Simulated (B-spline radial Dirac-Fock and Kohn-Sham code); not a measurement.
## Atomic SCF run for As³⁺

ΔSCF core binding energies without Breit or QED terms, calculated with a radial finite-basis atomic code. Keys: rel is the Hamiltonian (dirac, or spin-free x2c and nr, where L3 and M5 stand for the whole 2p and 3d shells), method is hf or an exchange,correlation pair (spin-unpolarised, also for the hole states), nuc the nuclear model, radius_factor scales its radius, rmax is the box in bohr, h the logarithmic mesh step, order the B-spline order, points the quadrature points per cell, c_factor scales the speed of light, and damp, ndamp, maxit and tol steer the iteration. The run stops when the commutator error falls below 10·tol·max(1, Z/10), or the numerical noise floor, and the energy has settled to about 1e-8 Ha; the virial ratio is −V/T.

Input (task.json):

```json
{"items": [{"Z": 33, "q": 3, "cfg": [[1, 0, 2], [2, 0, 2], [2, 1, 6], [3, 0, 2], [3, 1, 6], [3, 2, 10], [4, 0, 2]], "A": 75, "rrms": 4.0968, "do": "settings", "holes": ["K", "L3", "M5"],
  "settings": [{"rel": "dirac", "method": "hf", "nuc": "fermi", "radius_factor": 0.8, "rmax": 45.0, "h": 0.3, "order": 8, "points": 10, "c_factor": 1.0, "maxit": 60, "damp": 0.5, "ndamp": 3, "tol": 1e-08}]}]}
```

Command: `python xray2_run.py task.json out`

Ground-state iterations:

```
iter   energy (Ha)        error
   1    -2255.32398693  1.19e+00
   2    -2256.59112768  3.11e-01
   3    -2257.47060475  5.06e-02
   4    -2257.49726538  1.05e-02
   5    -2257.49784067  5.46e-03
   6    -2257.49813124  7.27e-04
   7    -2257.49813659  9.36e-05
   8    -2257.49813668  3.74e-06
   9    -2257.49813668  1.07e-06
  10    -2257.49813668  4.17e-08
```

The ground state converged in 10 iterations, with total energy -2257.49814 Ha, virial ratio 1.97748 and highest orbital energy -48.10 eV. ΔSCF binding energies: K (1s) 11938.2 eV, L3 (2p3/2) 1371.7 eV, M5 (3d5/2) 85.56 eV.
